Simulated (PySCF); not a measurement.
## Correlation energy of Rh⁻ (rhodium, charge -1)

[Kr] 4d8 5s2, high-spin 3F determinant. All numbers are calculated (PySCF 2.14, a scalar-relativistic core potential, in def2-QZVPPD with the def2 core potential (28 electrons)). Frozen: nothing; 18 electrons correlated.

MP2 pair energies summed by pair of shells (mhartree):

| pair | energy | share (%) |
| --- | --- | --- |
| 4d-4d | -230.63 | 36.2 |
| 4p-4d | -191.78 | 30.1 |
| 4p-4p | -64.45 | 10.1 |
| 4d-5s | -54.69 | 8.6 |
| 4s-4p | -31.82 | 5.0 |
| 4s-4d | -31.59 | 5.0 |
| 5s-5s | -17.79 | 2.8 |
| 4p-5s | -8.17 | 1.3 |
| 4s-4s | -5.26 | 0.8 |
| 4s-5s | -0.60 | 0.1 |

Total MP2 correlation energy: -636.78 mhartree.

Same-spin part -196.36 and opposite-spin part -440.42 mhartree; SCS-MP2 scales them by 1/3 and 6/5 to -593.96 mhartree.

The basis has no tight functions for the innermost shells, so their pair energies are far from complete.

The Hartree-Fock reference does not bind the outermost electron (its level is positive or very diffuse), so these energies belong to a reference that the basis holds together.

This basis was not built for core-valence correlation, so the inner-shell part is incomplete.
